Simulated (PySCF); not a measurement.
## Electron correlation in Hf⁵⁷⁺ (hafnium, charge +57)

[Ne] 3s2 3p3, high-spin 4S determinant. Computed with PySCF 2.14 in an uncontracted even-tempered set (17 s from 15 bohr⁻², ratio 2.5; 12 p from 20 bohr⁻², ratio 2.5; 4 d from 76 bohr⁻², ratio 2.7; 4 f from 110 bohr⁻², ratio 2.7), with the spin-free X2C one-electron Hamiltonian (Gaussian nucleus). Frozen: 1s2; 13 electrons correlated; the 20 highest virtual orbitals of each spin left out.

```
  level  correlation energy (mhartree)
   CCSD                        -563.29
    (T)                          -0.50
CCSD(T)                        -563.79
```

Diagnostics: T1 = 0.00014, D1 = 0.0004, largest double amplitude 0.016.

Spin-orbit coupling is strong in this species (close to jj coupling), so the high-spin LS determinant is a model state, not a physical level.

Cost of the coupled-cluster step: of the order of 30 core-seconds, for 13 correlated electrons.

At this charge the one-electron X2C treatment keeps the bare 1/r₁₂, with no two-electron picture change or Breit term. The effect here is smaller than on the frozen 1s shell; and a scalar Hamiltonian misses the large spin-orbit splitting of the p shells, which matters for ns² → np² pairs.

Spin-orbit coupling is strong in this species, so the high-spin LS determinant is a model state.
